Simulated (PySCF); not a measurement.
CH13NSi4, SMILES N[Si@@H](C[SiH3])[SiH2][SiH3]. Atoms are numbered in the order given.

```xyz
19

N      1.1763    -1.9903     0.8909
Si     0.2457    -0.5310     0.6870
C      1.2370     0.6740    -0.3598
Si     3.0733     0.5634     0.0454
Si    -1.8599    -0.7760    -0.3074
Si    -2.7208     1.3632    -0.6737
H      1.3493    -2.6031     0.1004
H      1.0771    -2.5288     1.7449
H      0.0601     0.0258     2.0611
H      0.8724     1.6998    -0.1771
H      1.0907     0.4723    -1.4351
H      3.6700    -0.6755    -0.5300
H      3.8036     1.7327    -0.5350
H      3.2854     0.5754     1.5223
H     -1.7185    -1.4658    -1.6302
H     -2.8085    -1.5742     0.5302
H     -1.8258     2.0948    -1.6209
H     -4.1010     1.3421    -1.2420
H     -2.7470     2.1191     0.6153
```
Charge 0, spin multiplicity 1.

Coordinates come from a ωB97X-D3(BJ)/def2-SVP optimisation. The structure was generated by enumeration; whether it is a known compound was not checked. One conformer was computed; it need not be the lowest.

These are SMD-M06-2X/def2-SVP run with PySCF values and carry that method's errors.

Solvation free energies are E(SMD) − E(gas) at the gas-phase geometry, for 1 M in both phases. In vacuum the dipole moment is 1.40 D.

Question: Rank water, N,N-dimethylformamide, chloroform by solvation free energy, most negative first.

Answer: chloroform (-3.1 kcal/mol), N,N-dimethylformamide (-2.3 kcal/mol), water (2.6 kcal/mol)
